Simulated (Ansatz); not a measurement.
Gas-phase reaction in SMILES: [CH2][SiH](C)[SiH3] -> C[Si](C)[SiH3]
Structures are relaxed separately at B3LYP-D3(BJ)/def2-TZVP in Ansatz (a program for electronic structure), one conformer each, not searched for the lowest. Frequencies are from Ansatz.

Wanted: isomerisation energy (0 K, with B3LYP-D3(BJ) harmonic zero-point energies), in kcal/mol. Valence correlation only, unless marked. Open shells are spin-unrestricted. Spin-orbit coupling is left out. Non-relativistic. Basis-set limits of correlation are two-point, X^-3; Hartree-Fock from the larger set.

CCSD(T)/CBS(cc-pV(T+d)Z,cc-pV(Q+d)Z) (Ansatz) gives -9.5 kcal/mol.

Question: Another calculation gave -11.1 kcal/mol. Which level was it?
(A) SVWN5/def2-TZVPD (Ansatz)
(B) PBE0/def2-TZVPD (Ansatz)
(C) BHLYP/def2-TZVPD (Ansatz)

Answer: B, PBE0/def2-TZVPD (Ansatz). The others give -14.9 (SVWN5), -7.1 (BHLYP) kcal/mol.
